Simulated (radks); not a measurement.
Values are calculated unless marked as measured or tabulated.
Q: Orbital eigenvalues (eV) of the tantalum ion Ta2+, [Xe] 4f14 5d3, of relativity; Dirac values are averaged over j with weights 2j + 1. Spin-unpolarised spherical Kohn-Sham, PBEsol, point nucleus unless stated (finite: rms radius 5.3507 fm), a radial shooting solver on a logarithmic mesh with Libxc functionals. A level marked "c x" has the speed of light scaled by that factor and shares open shells by 2j + 1; other Dirac levels either fill j = l - 1/2 first or share by 2j + 1.

| shell | non-rel. |
|---|---|
| 2s | -10163 |
| 2p | -9736.8 |
| 3s | -2319.2 |
| 3p | -2122.2 |
| 3d | -1754.6 |
| 4s | -470.16 |
| 4p | -388.41 |
| 4d | -239.70 |
| 5s | -75.137 |
| 5p | -52.063 |
| 4f | -47.180 |
| 5d | -18.926 |

Give the values at the level "Dirac, c x 100".

A: 
shell  Dirac, c x 100  change of magnitude (%)
2s             -10163                    0.00
2p            -9736.9                    0.00
3s            -2319.3                    0.00
3p            -2122.2                    0.00
3d            -1754.6                    0.00
4s            -470.16                    0.00
4p            -388.41                    0.00
4d            -239.70                    0.00
5s            -75.138                    0.00
5p            -52.063                    0.00
4f            -47.179                    0.00
5d            -18.926                    0.00
